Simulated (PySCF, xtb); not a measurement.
SbHBr₂, SMILES [Br][SbH][Br].

GFN2-xTB in xtb at its own geometry gives an orbital gap of 3.91 eV and a dipole moment of 7.39 D.

Geometry optimised at PBE0-D3(BJ)/def2-SVP. The structure was generated by enumeration; whether it is a known compound was not checked. The def2 effective core potentials stand for the cores of Sb; spin–orbit coupling is left out.

Task: What does PBE/def2-TZVPD (PySCF) give? (An estimate is asked for; the answer gives what the named calculation found.)

Result: gap 3.65 eV (levels -6.68 and -3.04 eV), dipole 2.36 D.
